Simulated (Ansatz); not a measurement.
Species: SnBr2 (charge +1, doublet). 
Structure (B3LYP-D3(BJ)/def2-TZVP (Ansatz, a first-principles code) minimum search):
```
Sn
Br 1 2.4630
Br 1 2.4630 2 119.32
```
Charge +1, spin multiplicity 2.

Basis-set convergence of Hartree-Fock and CCSD(T) correlation energies (hartree) with Ansatz. Cores are frozen in the correlated levels unless marked. Open shells are spin-unrestricted. No spin-orbit coupling. Frozen are the shells of the preceding noble gas and the d and f shells that filled before the atom's block. Past Kr the def2 sets carry scalar-relativistic core potentials.

```
basis        functions        E(HF)  E(corr, CCSD(T))
-----------  ---------  -----------  ----------------
def2-SVPD          114  -5357.35269          -0.33486
def2-TZVPPD        170          [?]               [?]
```

**Question.** What belongs in the gaps?

**Answer.** 
- def2-TZVPPD, E(HF): -5357.99046
- def2-TZVPPD, E(corr, CCSD(T)): -0.42680
